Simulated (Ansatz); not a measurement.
Mulliken charges of BrH4NOSi, SMILES `N[SiH](O)Br` from B3LYP/def2-TZVPP in Ansatz (PBE0-D4/def2-TZVP geometry).

```csv
atom,x (Å),y (Å),z (Å),charge (e)
N1,-0.905,0.789,-0.058,-0.387
Si2,0.555,-0.079,-0.126,0.633
O3,0.715,-1.078,1.154,-0.381
Br4,0.459,-1.176,-2.061,-0.262
H5,-1.405,1.028,-0.897,0.152
H6,-1.108,1.414,0.705,0.142
H7,1.809,0.698,-0.122,-0.088
H8,-0.028,-1.653,1.349,0.192
```

By hand: the dipole of these point charges (1 e Å = 4.8032 D).

Σ q r = (-0.227, 0.342, 0.277) e Å, of length 0.495 e Å = 2.38 D.

How does the dipole of the full density compare? (Best estimate.)

The calculation gave: (-0.406, 0.273, 0.227) e Å, 2.59 D; the point charges give 0.92 times that, at 22° from its direction.

Point charges leave out the atoms' own dipoles, such as those of lone pairs, and Mulliken's split depends on the basis, so the two needn't agree.

B3LYP here is the variant with VWN-RPA as its local correlation; programs differ in this.
